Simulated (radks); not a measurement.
Question: All-electron atom: Ge XIII in [Ar] 4s2 (not the ground configuration). Method: scalar-relativistic Kohn-Sham, LDA (Slater exchange, Perdew-Wang correlation), spin-polarised, spherical densities, point nucleus; computed with a radial shooting solver on a logarithmic mesh with Libxc functionals. Some entries of the table are withheld. Estimate them.

| orbital | occ. | eigenvalue (Ry) | <1/r> (bohr^-1) | <r^2> (bohr^2) |
|---|---|---|---|---|
| 1s | 2 | -834.0577 | (1) | (2) |
| 2s | 2 | -131.2166 | (3) | 0.05168 |
| 2p | 6 | -118.6502 | 6.977 | 0.04100 |
| 3s | 2 | -37.82214 | 2.589 | 0.3554 |
| 3p | 6 | -33.87389 | 2.492 | 0.3552 |
| 3d | 0 | -27.84741 | 2.329 | 0.3131 |
| 4s | 2 | -16.42650 | 1.207 | 1.539 |
| 4p | 0 | -15.00555 | 1.156 | 1.641 |
| 5s | 0 | -9.08063 | 0.7010 | 4.593 |

Answer: 
(1) 1s <1/r> (bohr^-1): 32.33
(2) 1s <r^2> (bohr^2): 0.002983
(3) 2s <1/r> (bohr^-1): 7.120
